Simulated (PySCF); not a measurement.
arsine cation (AsH3), SMILES [AsH3] (connectivity only; charge and spin as stated), charge +1, multiplicity 2. Atoms are numbered in the order given.

```xyz
4

As     0.0000     0.0000     0.0361
H      1.2441    -0.7183    -0.3971
H     -1.2441    -0.7183    -0.3971
H      0.0000     1.4366    -0.3971
```
Charge +1, spin multiplicity 2.

The structure is a stationary point at B3LYP-D3(BJ)/def2-TZVPD. The multiplicity is an assumed one; other spin states were not compared.

Level of theory: TDA-LC-ωPBE/def2-TZVPD (PySCF).

Vertical excitations; the highest root listed may be one member of a degenerate set. Isolated molecule, no solvent.

Computed excitation energies, oscillator strengths and character:
```csv
state,energy (eV),λ (nm),f,main pairs
root 1,5.30,234,0.003,β HOMO→LUMO (degenerate set)
root 2,5.30,234,0.003,β HOMO−1→LUMO (degenerate set)
root 3,7.36,168,0.000,α HOMO→LUMO 93 %
root 4,7.65,162,0.027,α HOMO→LUMO+2 (degenerate set)
root 5,7.65,162,0.027,α HOMO→LUMO+1 (degenerate set)
root 6,9.45,131,0.000,"α HOMO−2→LUMO, α HOMO−1→LUMO+1, α HOMO−2→LUMO+2, β HOMO→LUMO+1, β HOMO−1→LUMO+2, β HOMO→LUMO+3 (degenerate set)"
root 7,9.45,131,0.000,"α HOMO−1→LUMO, α HOMO−2→LUMO+1, α HOMO−1→LUMO+2, β HOMO−1→LUMO+1, β HOMO→LUMO+2, β HOMO−1→LUMO+3 (degenerate set)"
root 8,9.97,124,0.000,"α HOMO−2→LUMO+2 23 %, α HOMO−1→LUMO+1 23 %, β HOMO→LUMO+3 18 %, β HOMO−1→LUMO+2 18 %, β HOMO−2→LUMO 8 %"
root 9,10.32,120,0.213,α HOMO→LUMO+3 88 %
root 10,10.66,116,0.000,"α HOMO−1→LUMO+2 28 %, α HOMO−2→LUMO+1 28 %, β HOMO−1→LUMO+3 20 %, β HOMO→LUMO+2 20 %"
```
Unrestricted roots are not spin-pure.
